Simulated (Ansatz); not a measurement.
This geometry of a periodic cell of 17 atoms, Si$_{16}$Ge (host Si, host structure diamond, interstitial Ge) is a first-order saddle point.

Method: Ansatz, DFT PBEsol, scalar-relativistic, plane waves, PAW. Settings: PAW set soft_1, cutoff 420 eV, k mesh 2x2x2, fermi-dirac smearing 0.05 eV, no spin polarisation.

```xyz
17
Lattice="0.0000 5.4300 5.4300 5.4300 0.0000 5.4300 5.4300 5.4300 0.0000" Properties=species:S:1:pos:R:3
Si -0.223 -0.228 0.223
Si 1.248 1.244 1.228
Si 2.643 2.637 -0.023
Si 3.840 3.835 1.588
Si 2.827 -0.131 2.603
Si 4.201 1.244 4.181
Si 5.452 2.637 2.786
Si 6.863 4.048 3.996
Si -0.127 2.823 2.602
Si 1.248 4.198 4.181
Si 2.643 5.446 2.786
Si 4.053 6.858 3.996
Si 2.827 2.823 5.557
Si 4.299 4.295 6.560
Si 5.666 5.661 5.193
Si 6.863 6.858 6.805
Ge 7.466 7.462 3.393
```

Problem. Which two structures does it join? (They come from a converged band through this point; their orientation in space is the band's.)

Solution. Contacts lost: Si15–Ge17. Contacts made: Si4–Ge17. The atom that moves furthest is Ge17, by 2.36 Å; four of its nearest neighbours are Si5 2.42, Si15 2.42, Si9 2.42, Si13 2.42 Å at the first end and Si2 2.42, Si4 2.42, Si6 2.42, Si10 2.42 Å at the last.

Image 0:

```xyz
17
Lattice="0.0000 5.4300 5.4300 5.4300 0.0000 5.4300 5.4300 5.4300 0.0000" Properties=species:S:1:pos:R:3
Si -0.007 -0.010 0.006
Si 1.359 1.354 1.309
Si 2.723 2.720 0.007
Si 4.073 4.071 1.357
Si 2.756 -0.045 2.673
Si 4.120 1.354 4.071
Si 5.423 2.719 2.706
Si 6.788 4.021 4.071
Si -0.039 2.751 2.674
Si 1.358 4.116 4.072
Si 2.722 5.420 2.708
Si 4.026 6.784 4.072
Si 2.755 2.751 5.468
Si 4.073 4.067 6.786
Si 5.390 5.385 5.470
Si 6.787 6.784 6.834
Ge 6.788 6.781 4.071
```

Image 6:

```xyz
17
Lattice="0.0000 5.4300 5.4300 5.4300 0.0000 5.4300 5.4300 5.4300 0.0000" Properties=species:S:1:pos:R:3
Si 0.004 -0.004 -0.005
Si 1.319 1.314 1.313
Si 2.717 2.713 -0.051
Si 4.116 4.111 1.313
Si 2.717 -0.050 2.712
Si 4.116 1.314 4.110
Si 5.480 2.713 2.712
Si 6.781 4.079 4.078
Si -0.045 2.712 2.711
Si 1.321 4.109 4.108
Si 2.718 5.474 2.711
Si 4.082 6.778 4.077
Si 2.718 2.712 5.474
Si 4.081 4.077 6.778
Si 5.431 5.429 5.429
Si 6.783 6.779 6.778
Ge 8.149 8.141 2.710
```

Problem. How far does it lie above each of them?

Solution. 0.33 eV above the first and 0.33 eV above the second. This is the barrier of this one path; another mechanism may lie lower. Limits of this set-up: coarse k mesh, PAW files made for another functional, a small cell, in which the defect meets its images.

The run took 17 min on 1 thread of Arm Neoverse V2 (shared host), peak memory 0.92 GiB.
